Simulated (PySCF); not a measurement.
Species: C₃H₄AlFO₂.
Geometry (PBE0-D3(BJ)/def2-SVP, Å), atoms numbered from 1 in this order:
```
atom  x, y, z in Å
F1    -2.009   -1.755   -0.380
C2    -1.013   -0.921   -0.193
C3    -1.327    0.446   -0.177
C4    -0.319    1.383    0.023
O5     0.913    1.131    0.198
Al6    1.749   -0.530    0.229
O7     0.107   -1.440   -0.047
H8    -2.358    0.760   -0.320
H9    -0.597    2.450    0.033
H10    2.632   -0.704   -1.075
H11    2.248   -0.850    1.698
```

Computed with PBE0-D3(BJ)/def2-SVP geometry optimisation, gas phase (PySCF).

(1) Which atoms are bound to Al6, and at what distances?

(2) List the angles at Al6.

(3) Describe the arrangement about Al6 in numbers.

(4) What are the other bond lengths?

(5) Give some angles away from the centre.

(6) What are the rotational constants (commonest isotopes, rigid rotor)?

Answers

(1) 4 atoms: H11 1.584 Å, H10 1.585 Å, O5 1.859 Å, O7 1.898 Å. The nearest atom not counted as bound is C2, at 2.82 Å (others tie with it).

(2) 
```tsv
angle	degrees	distance of the outer atoms (Å)
H10–Al6–H11	124.4	2.80
O5–Al6–H11	109.7	2.82
O5–Al6–H10	109.6	2.82
O7–Al6–H11	108.1	2.82
O7–Al6–H10	108.0	2.82
O5–Al6–O7	92.1	2.71
```

(3) Angles from 92.1° to 124.4°; τ4 = (360° − α − β)/141° = 0.89 with α and β the two widest (0 for a square, 1 for a tetrahedron). The Al–O distances aren't all alike: 1.859 to 1.898 Å.

(4) F1–C2 1.312 Å; C2=C3 1.402 Å; C3–C4 1.390 Å; C4=O5 1.269 Å; C2–O7 1.243 Å; C3–H8 1.088 Å; C4–H9 1.103 Å.

(5) F1–C2–C3 116.8°, F1–C2–O7 115.8°, C3–C2–O7 127.4°, C2–C3–C4 119.7°, C3–C4–O5 126.1°, C4–O5–Al6 128.0°, C2–O7–Al6 126.6°.

(6) A = 3839, B = 1968, C = 1328 MHz: an asymmetric top.

Point group: Cs (tolerance 0.08 Å). Charge 0, singlet. PBE0-D3(BJ)/def2-SVP frequencies: not computed here.
